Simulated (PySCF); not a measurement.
Isomers of C4H9NO2Si. Level of theory: TDDFT wB97X-D/def2-SVPD, vertical, gas phase, core orbitals frozen in the response (PySCF). Geometries: GFN2-xTB; one conformer of each isolated species. Triplets are in the Tamm–Dancoff approximation.

A. `COCCO[SiH2]C#N`
B. `C=CO[SiH2]CC(N)=O`
C. `CO[SiH2]OCCC#N`

Lowest singlet levels (six at most, fewer where fewer were computed) with oscillator strengths:

1. 5.82 eV (f 0.003); 6.61 eV (f 0.016); 7.04 eV (f 0.141); 7.26 eV (f 0.019); 7.39 eV (f 0.017); 7.46 eV (f 0.018); T1 4.58 eV
2. 7.02 eV (f 0.002); 7.28 eV (f 0.004); 7.56 eV (f 0.004); 7.60 eV (f 0.007); 7.77 eV (f 0.000); 7.88 eV (f 0.007); T1 6.08 eV
3. 7.53 eV (f 0.001); 7.90 eV (f 0.026); 7.90 eV (f 0.000); 8.24 eV (f 0.005); 8.26 eV (f 0.022); 8.29 eV (f 0.002); T1 6.62 eV

Problem. Match each spectrum to its molecule.

Solution. 1 = B, 2 = A, 3 = C.
- A: S1 at 7.02 eV, HOMO-3→LUMO (46%), HOMO-1→LUMO (18%), HOMO→LUMO (15%); Löwdin shares by element: HOMO oxygen 56%, carbon 16% or more (atoms not listed hold the other 29%); LUMO silicon 27%, carbon 24% or more, nitrogen 22%, oxygen 7% or more (atoms not listed hold the other 21%); HOMO -10.20 and LUMO 1.32 eV.
- B: S1 at 5.82 eV, HOMO-1→LUMO+1 (50%), HOMO-1→LUMO+2 (28%), HOMO-1→LUMO+3 (8%); Löwdin shares by element: HOMO carbon 64% or more, oxygen 22% or more; LUMO hydrogen 28% or more, silicon 23%, carbon 10% or more (atoms not listed hold the other 39%); HOMO -8.74 and LUMO 1.80 eV.
- C: S1 at 7.53 eV, HOMO→LUMO (46%), HOMO→LUMO+1 (40%); Löwdin shares by element: HOMO oxygen 40% or more, hydrogen 20% or more, silicon 16% (atoms not listed hold the other 25%); LUMO silicon 28%, carbon 18% or more, oxygen 7% or more, hydrogen 6% or more (atoms not listed hold the other 42%); HOMO -10.34 and LUMO 1.86 eV.
